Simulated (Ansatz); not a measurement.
Ansatz results at the PBE0-D4/def2-TZVP geometry: HOMO–LUMO gap (PBE0/def2-TZVPP) 4.91 eV; HOMO energy (ωB97M-V/def2-TZVPP) -8.62 eV; LUMO energy (ωB97M-V/def2-TZVPP) -0.09 eV.

Task: Which molecule gave them?
A. `CC1=C(F)C1C`
B. `C=[CH][Al]([CH3])[SiH3]`
C. `CC1[CH2][AlH][SiH2]1`
D. `C/[C]([AlH2])=C\[SiH3]`

Result: C. The others give `CC1=C(F)C1C`: 7.74, -9.03, 2.48; `C=[CH][Al]([CH3])[SiH3]`: 5.58, -9.24, 0.05; `C/[C]([AlH2])=C\[SiH3]`: 5.70, -9.68, -0.11.
